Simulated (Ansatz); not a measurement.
**What each rung costs, and what it gives**

Saddle point of BNH$_{6}$O$_{3}$, closed shell (BNH₄O₂ ([NH2][B]([OH])[OH]) + H₂O → BH₃O₃ ([OH][B]([OH])[OH]) + NH₃ (still joined by a long B–N bond); bonds formed: B1–O6, N2–H5; bonds broken: H5–O6; bonds weakened to dative contacts: B1–N2), PBE0-D4/def2-TZVP structure:

```
11
angstrom
B -0.2470 0.1856 -0.2443
N 1.2974 -0.0334 -0.0414
O -0.7177 -0.5598 -1.3338
O -0.7652 1.4804 -0.0901
H 0.6625 -0.6736 0.9461
O -0.4861 -0.6630 1.1972
H 1.8387 0.7964 0.1536
H 1.7382 -0.5697 -0.7755
H -1.5473 -0.1949 -1.6467
H -0.8576 1.7339 0.8285
H -0.9159 -1.5021 1.0064
```

Barriers are electronic and count from the start structure reached by relaxing down the imaginary mode.

Computed with Ansatz 0.2.0 (basis: as named in each row); correlated methods freeze the cores. B3LYP uses VWN-RPA correlation. Extrapolation: Hartree–Fock as exp(−7.88 √X), correlation as X^−2.97.

Times are rough, for one single point on 4 threads of a shared host (Intel Xeon).

The estimate by CCSD(T) at an estimated basis limit (MP2 extrapolated from triple and quadruple zeta, plus CCSD(T) − MP2 in triple zeta) is 117.0 kJ/mol.

| method | basis | time (s) | barrier (kJ/mol) | method less estimate |
| --- | --- | --- | --- | --- |
| HF | STO-3G | under 1 | 64.1 | -53.0 |
| PBE-D4 | STO-3G | 1 | -31.1 | -148.1 |
| SPW92 | def2-SVP | 2 | 42.2 | -74.9 |
| B3LYP-D4 | 6-31G | 2 | 83.9 | -33.2 |
| PBE-D4 | def2-SVP | 3 | 74.4 | -42.6 |
| PBE0-D4 | def2-SVP | 3 | 84.9 | -32.2 |
| SPW92 | def2-TZVPP | 4 | 68.5 | -48.6 |
| PBE-D4 | def2-TZVPP | 4 | 96.4 | -20.6 |
| BLYP-D4 | def2-TZVPP | 5 | 114.6 | -2.4 |
| wB97M-V | def2-SVP | 6 | 87.8 | -29.3 |
| BHLYP-D4 | def2-TZVPP | 6 | 129.5 | 12.4 |
| B3LYP-D4 | def2-TZVPP | 7 | 119.1 | 2.1 |
| r2SCAN-D4 | def2-TZVPP | 8 | 102.5 | -14.5 |
| PBE0-D4 | def2-TZVPP | 8 | 104.0 | -13.0 |
| r2SCAN0-D4 | def2-TZVPP | 8 | 107.8 | -9.2 |
| CAM-B3LYP-D4 | def2-TZVPP | 8 | 115.6 | -1.4 |
| B2PLYP | def2-TZVPP | 11 | 118.5 | 1.4 |
| B97M-V | def2-TZVPP | 12 | 119.9 | 2.8 |
| wB97M-V | def2-TZVPP | 12 | 110.2 | -6.9 |
| CCSD(T) | def2-SVP | 13 | 107.2 | -9.9 |
| wB97X-V | def2-TZVPP | 13 | 109.8 | -7.2 |
| PBE-QIDH | def2-TZVPP | 13 | 107.5 | -9.5 |
| RPA on PBE | def2-TZVPP | 13 | 109.2 | -7.9 |
| MP2 | def2-QZVPP | 50 | 110.5 | -6.6 |
| CCSD(T) | def2-TZVPP | 190 | 112.6 | -4.4 |

All methods are single points on the PBE0-D4 structures; a negative value means that the method puts the saddle structure below the start.

T1 diagnostic: at most 0.012.

The step is the kind of ligand exchange by which a precursor binds to a hydroxyl group, or is hydrolysed, in atomic layer deposition of oxides.

Labels in which every atom is bracketed show which atoms are joined, not bond orders.
